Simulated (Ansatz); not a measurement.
`BB[SiH2]F` + `[SiH3]N[SiH2]Cl` → `BN([SiH3])[SiH2]Cl` + `B[SiH2]F` at 400 K and 1 bar (cleavage of the B–B bond).

Isolated molecules relaxed with PBE0-D4/def2-TZVP in Ansatz; ΔE leaves out vibrations. CBS: MP2 limit from def2 TZ/QZ plus the TZ coupled-cluster correction, frozen cores. One conformer a species, not always the lowest.

| species | CCSD(T)/CBS energy (Eh) | H − E (kJ/mol) | S (J/(mol·K)) |
| --- | --- | --- | --- |
| `BB[SiH2]F` | -441.46272 | 165.1 | 360.1 |
| `[SiH3]N[SiH2]Cl` | -1096.34659 | 192.1 | 387.8 |
| `BN([SiH3])[SiH2]Cl` | -1121.76437 | 229.3 | 419.1 |
| `B[SiH2]F` | -416.08532 | 126.8 | 313.4 |

H − E and S are ideal-gas, rigid-rotor, harmonic terms from PBE0-D4/def2-TZVP, for one conformer and one mirror image of each species. 1 Eh = 2625.50 kJ/mol, R = 8.31446 J/(mol·K).

Task: By hand: ΔE, ΔH, ΔS and ΔG.

Result: ΔE = (-1121.76437) + (-416.08532) − (-441.46272) − (-1096.34659) = -0.04038 Eh = -106.0 kJ/mol. Δ(H − E) = 229.3 + 126.8 − 165.1 − 192.1 = -1.1, so ΔH = -107.1 kJ/mol. ΔS = 419.1 + 313.4 − 360.1 − 387.8 = -15.4 J/(mol·K). ΔG = -107.1 − 400 × (-15.4)/1000 = -100.9 kJ/mol.

Task: By hand: the equilibrium constant, and the temperature at which ΔG would vanish if ΔH and ΔS stayed fixed.

Result: log₁₀ K = −ΔG/(RT ln 10) = 13.2. ΔG = 0 at ΔH/ΔS = 6955 K, far beyond where these terms or the molecules hold.

ΔH outweighs TΔS. A doubt of 5 kJ/mol in ΔE shifts log₁₀ K by 0.7 here. Other conformers and mirror images would add mixing entropy, several J/(mol·K) or more a flexible species. Modes under 60 cm⁻¹, often nearly free rotors, make the harmonic entropy too high. These are equilibria of isolated gas molecules and say nothing of rates. Largest T1 diagnostic: 0.014 (customary marks: 0.02 for closed shells, 0.045 for open ones).
